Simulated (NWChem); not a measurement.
Species: C₂H₅NSi; SMILES C#C[SiH2]N

```xyz
9

C      0.2860    -2.3721     0.0417
C     -0.0302    -1.1969     0.0253
Si    -0.5241     0.5749    -0.0273
N      0.8950     1.5558     0.0011
H      0.5658    -3.4107     0.0619
H     -1.3250     0.9217     1.1824
H     -1.4094     0.7201    -1.2279
H      0.8296     2.5196     0.3070
H      1.6146     1.4412    -0.7034
```
Atoms are numbered in this order, from 1.

Program: NWChem. Pople sets run with spherical d functions. Coordinates come from a PBE0/def2-SVP optimisation. Vzz is the largest principal value of the second derivative of the potential at the nucleus (NWChem prints the opposite sign); η is the asymmetry. Non-relativistic.

Problem. Estimate the computed values for PBE0/6-31G*. Quantities: Vzz N4 (a.u.); η N4.

Solution. 
```yaml
Vzz N4 (a.u.): -0.902
"η N4": 0.27
```
